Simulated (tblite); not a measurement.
CHO3, charge -1, singlet, geometry from GFN2-xTB; GFN1-xTB run with tblite 0.6.0.

tblite was given this input:
```
$ tblite run mol.xyz --method gfn1 --charge -1 --spin 0 --grad --json tblite.json --no-restart

# file mol.xyz
5

O      1.13393356    -0.59547373     0.06006873
C     -0.17204899     0.04624794    -0.01054587
O     -0.11749047     1.27346465     0.03311655
O     -1.10808714    -0.72896887    -0.10125746
H      1.76544629     0.13033604     0.12785263
```

Question: Predict the main parts of the log of this tblite run.

Answer: 
```
xTB calculator
 | screened Coulomb repulsion
 | Coulomb electrostatics
 |  * isotropic Klopman-Ohno-Mataga-Nishimoto electrostatics
 |  * onsite third-order electrostatics
 | DFT-D3(BJ) dispersion correction

halogen bonding energy    0.0000000000000E+00 Eh
repulsion energy          9.3887044716781E-02 Eh
dispersion energy        -8.4625655142053E-04 Eh
number of electrons       2.4000000000000E+01 e
integral cutoff           1.9731147476801E+01 bohr

------------------------------------------------------------
  cycle        total energy    energy error   density error
------------------------------------------------------------
      1     -16.44964670248  -1.6542687E+01   9.1011491E-01
      2     -17.02552458514  -5.7587788E-01   3.5652535E-01
      3     -17.02965018202  -4.1255969E-03   1.8242362E-01
      4     -17.02897193381   6.7824821E-04   3.5017013E-02
      5     -17.02851756980   4.5436401E-04   4.1606021E-02
      6     -17.03058928958  -2.0717198E-03   5.2133081E-03
      7     -17.03062241840  -3.3128816E-05   8.0416295E-04
      8     -17.03062316080  -7.4240758E-07   2.1118139E-04
      9     -17.03062321225  -5.1443060E-08   2.7533348E-05
     10     -17.03062321294  -6.9479356E-10   3.6902860E-07
------------------------------------------------------------

electronic energy        -1.7123664001106E+01 Eh
total energy             -1.7030623212941E+01 Eh

Post processing:
 | Mayer-Wiberg bond orders

[Info] Tight-binding results written to 'tblite.txt'
[Info] JSON dump of results written to 'tblite.json'
```
